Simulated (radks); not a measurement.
The numbers below are computed, except where a source is named.
Question: These are the eigenvalues of the occupied orbitals of an atom or ion with whole-number occupations (Ry). Code: a radial shooting solver on a logarithmic mesh with Libxc functionals. Model: Dirac Kohn-Sham, LDA (Slater exchange, Perdew-Wang correlation), spin-unpolarised, spherical densities, finite nucleus; Fermi nuclear charge, rms radius of each element as measured or else 0.836 A^(1/3) + 0.57 fm.

| orbital | eigenvalue |
|---|---|
| 1s1/2 | -40.70404 |
| 2s1/2 | -4.26368 |
| 2p1/2 | -3.18821 |

Which element is it, and in what charge state? The configuration may be excited. Open shells, if any, fill j = l - 1/2 first.

Answer: Z = 8, oxygen, charge +2: O2+ in [He] 2s2 2p2. The list shows which subshells hold electrons but not how many an open one holds; the 1s level, -20.352 hartree, gives Z - s = 6.4 by -(Z - s)^2/2, which with screening and relativity narrows Z to a few neighbours, and the depths of the outer levels then fix element, charge and occupations together.
